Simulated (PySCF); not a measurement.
VOF₃, SMILES [F][V](=[O])([F])[F], multiplicity 1.

Geometry optimised at B3LYP-D3(BJ)/def2-SVP. The multiplicity is an assumed one; other spin states were not compared.

All values below come from PBE0/def2-TZVP (PySCF).

The molecule is in vacuum.

```yaml
total_energy: -1318.54640 hartree
point_group: C3v
highest_occupied_level: -11.44 eV
lowest_empty_level: -4.09 eV
orbital_gap: 7.35 eV
dipole_moment: 0.29 D
quadrupole, principal values (traceless, Buckingham form, about the centre of nuclear charge): -0.30, -0.30, 0.60 D·Å
mean_static_polarisability: 32.2 bohr³ (4.76 Å³)
polarisability_principal_values: 30.6, 30.6, 35.2 bohr³
```
